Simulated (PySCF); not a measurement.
A structure optimised at ωB97X-D3(BJ)/def2-TZVP, used in a PySCF frequency run:

```
Se
Cl 1 2.1402
Cl 1 2.1402 2 100.33
```

Q: Write its SMILES, formula and point group.

A: Cl[Se]Cl, Cl2Se, C2v

Q: What are its rotational constants (standard atomic weights)?

A: 7.1973, 2.6391, 1.9310 GHz
